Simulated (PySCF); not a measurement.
# Reading the logs of faulty runs: C2GeH7

These are calculations, not measurements. The program is PySCF 2.14.0, an open-source quantum chemistry code, run on an isolated molecule that a program drew, which may never have been made. The molecule is C2GeH7 (charge 0, doublet), drawn as the SMILES string `C[CH2][GeH2]`.

Each row is a Hartree-Fock (HF) and frozen-core CCSD(T) single point in the cc-pVDZ basis, meant for a local HF minimum. Run 1 is clean. Each other run has one planted mistake out of seven kinds, and not every kind appears here: one electron removed, one electron added, multiplicity raised by two, geometry at a saddle point, minimal basis STO-3G, one bond length entered in bohr, all coordinates scaled. The reference is restricted for singlets and unrestricted otherwise, and also for a bond in bohr. Adding or removing an electron swaps singlet and doublet. Electrons count all cores. HOMO and LUMO are orbital energies over both spins, the gradient is its largest component, and the lowest frequency (negative if imaginary) is given only where the gradient is small. Bond lengths are over the 9 bonds as drawn. T1 is the CCSD diagnostic: over 0.02 (restricted) or 0.045 (unrestricted) a single reference is doubtful. Germanium has the cc-pVDZ-PP basis, with a core potential (ECP10MDF) in place of its 10 inner electrons, and its 3s, 3p and 3d shells are frozen in CCSD(T).

Geometry of the clean run:
```xyz
10
C2GeH7, angstrom
C    -2.3397   -0.0097   -0.7763
C    -0.8707    0.3239   -0.5089
Ge   -0.2407   -0.1624    1.3031
H    -3.0030    0.5267   -0.0934
H    -2.6247    0.2643   -1.7954
H    -2.5359   -1.0781   -0.6562
H    -0.2239   -0.1980   -1.2214
H    -0.6875    1.3927   -0.6455
H    -0.4574   -1.6610    1.5854
H     1.2486    0.1813    1.4844
```

```
run  electrons  basis functions  <S^2>  HOMO (eV)  LUMO (eV)  gradient (hartree/bohr)  lowest frequency (cm^-1)  mean bond (Å)  longest bond (Å)      T1  HF (hartree)  CCSD(T) (hartree)                          mistake
  1         51               86  0.753      -8.46       1.42                  2.6e-05                       128         1.3394             1.979  0.0091    -373.15439         -373.59403                         no fault
  2         51               86  1.462      -8.62       1.25                  2.2e-02                         -         1.4475             2.066  0.0583    -373.03028         -373.46714  one bond length entered in bohr
  3         52               86  0.000      -0.23       9.01                  5.4e-02                         -         1.3394             1.979  0.0089    -373.13061         -373.59861               one electron added
  4         50               86  0.000     -17.08      -6.75                  5.6e-02                         -         1.3394             1.979  0.0108    -372.87490         -373.30637                                ?
  5         51               86  0.754      -8.34       1.59                  3.9e-02                         -         1.2792             1.890  0.0087    -373.13587         -373.56871                                ?
```

**Which mistake was planted in run 4, and what did it cost?**

It counts 50 electrons, one fewer than the clean run, at the same geometry and basis. So the mistake is: one electron removed. Subtracting run 1 and multiplying by 627.51 kcal/mol a hartree, the energy moved by 175.4 kcal/mol in HF and 180.5 kcal/mol in CCSD(T).

**Which mistake was planted in run 5, and what did it cost?**

The mean and the longest bond both change by the same factor, 0.955, and the gradient is no longer small. So the mistake is: all coordinates scaled. Subtracting run 1 and multiplying by 627.51 kcal/mol a hartree, the energy moved by 11.6 kcal/mol in HF and 15.9 kcal/mol in CCSD(T).

Cautions from the logs. Run 2: T1 is over the limit, so its CCSD(T) energy is less reliable.
